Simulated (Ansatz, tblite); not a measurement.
Cost and result up the ladder for Na₂Te⁺ (3 atoms). Total charge 1; doublet. Geometry: r2SCAN-D4/def2-TZVP.

Cartesian coordinates in Å:
```
Na -1.154 0.785 -2.338
Na 0.763 -0.191 2.607
Te 0.391 -0.594 -0.269
```

Ansatz on 4 threads of Arm Neoverse V2 on a shared host; xTB runs through tblite on one thread. Times are rough, summed over both states, and most runs start from the orbitals of an earlier one. B2PLYP/def2-TZVP serves as the yardstick here, not as an exact answer. The other state is a quartet at its own geometry.

In the def2 sets Te takes a core potential; there is no spin–orbit coupling. The xTB rows come from tblite. HSE06 is defined as in plane-wave codes, on full-range PBE exchange. Correlated methods freeze 6 core orbitals; core or outer-core shells of Na, Te are correlated, in sets that lack core-valence functions. The structure comes from a short search, and lower isomers may exist.

Run but left out: HF/def2-TZVPP, MP2/def2-TZVPP, CCSD/def2-TZVPP, CCSD(T)/def2-TZVPP (flagged by the program: other roots).

xTB has no spin-polarisation term.

```csv
level,functions,wall time
GFN2-xTB,17,0.003 s
GFN1-xTB,17,0.004 s
MP2/def2-TZVP,114,2.3 s
PBE-D4/def2-TZVP,114,3.4 s
RPA@PBE/def2-TZVP,114,5.3 s
HSE06-D4/def2-TZVP,114,6.4 s
r2SCAN-D4/def2-TZVP,114,8.3 s
B2PLYP/def2-TZVP (with forces),114,11 s
PBE0-D4/def2-TZVP,114,11 s
r2SCANh-D4/def2-TZVP,114,14 s
B97M-V/def2-TZVP,114,15 s
ωB97M-V/def2-TZVP,114,33 s
```

Q: Estimate what each level gives for the quartet − doublet (eV).

A: 
```csv
level,quartet − doublet (eV),difference from B2PLYP/def2-TZVP (eV)
GFN2-xTB,2.16,-0.83
GFN1-xTB,5.19,2.20
MP2/def2-TZVP,3.13,0.14
PBE-D4/def2-TZVP,2.63,-0.36
RPA@PBE/def2-TZVP,2.71,-0.27
HSE06-D4/def2-TZVP,2.76,-0.23
r2SCAN-D4/def2-TZVP,2.96,-0.03
B2PLYP/def2-TZVP (with forces),2.99,0.00
PBE0-D4/def2-TZVP,2.82,-0.17
r2SCANh-D4/def2-TZVP,2.98,-0.01
B97M-V/def2-TZVP,2.64,-0.34
ωB97M-V/def2-TZVP,3.23,0.25
```
